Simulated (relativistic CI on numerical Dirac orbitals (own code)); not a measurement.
**Pb⁵³⁺: sensitivity of the levels to the model**

Base calculation: Dirac-Coulomb-Breit CI, orbitals from a KLI potential per configuration, model QED (radiative potential, 1s self-energy scaled to tabulated hydrogen-like ionisation energies), unscaled Slater integrals.

CI space (outside the closed core [Ar]): 3d10 4s, 3d10 4p, 3d10 4d, 3d10 4f, 3d10 5s, 3d10 5p, 3d10 5d, 3d10 5f, 3d10 5g, 3d9 4p2, 3d10 6s, 3d10 6p, 3d9 4s2, 3d8 4s 4p2, 3d9 4p 4d, 3d10 6d. Levels of other configurations are missing.

Variants: (1) valence Slater integrals scaled by 0.9; (2) configuration mixing switched off; (3) one mean potential for all configurations. Shifts of the energy above 3d10 4s 2S_1/2, in eV, for the lowest level and the first level of each name with at least 55 % of one term (blank where a level changes its place among those of its configuration and J or its character, or is not in the variant):

```csv
Level,Base,Δ(1),Δ(2),Δ(3)
3d10 4s 2S_1/2,0.00,0.00,0.00,0.00
3d10 4p 2P°_1/2,118.12,-0.01,+0.06,+0.06
3d10 4p 2P°_3/2,292.59,-0.01,0.00,+0.06
3d10 4d 2D_3/2,470.02,-0.01,-0.04,+0.03
3d10 4d 2D_5/2,506.85,-0.01,-0.06,+0.03
3d10 4f 2F°_5/2,695.10,0.00,-0.05,-0.15
3d10 4f 2F°_7/2,705.26,0.00,-0.06,-0.15
3d10 5s 2S_1/2,1307.27,-0.01,-0.10,-0.20
3d10 5p 2P°_1/2,1364.92,+0.01,-0.03,-0.17
3d10 5p 2P°_3/2,1447.52,+0.01,-0.02,-0.17
3d10 5d 2D_3/2,1532.72,-0.01,-0.10,-0.19
3d10 5d 2D_5/2,1550.68,-0.01,-0.09,-0.19
3d10 5f 2F°_5/2,1634.61,-0.01,-0.10,-0.24
3d10 5f 2F°_7/2,1640.40,-0.01,-0.09,-0.25
```

At this charge energies of transitions that change n are usually good to better than 1 %, and those within a shell (Δn = 0) to a few per cent.

Ionisation energy from the two ground configurations alone: base 3282.06 eV. The NIST ASD value (semi-empirical) is 3282.1 eV.

LS names give the leading component of a level, which can be under half, so a name can repeat, a term be missing and a line seem to break the LS rules.
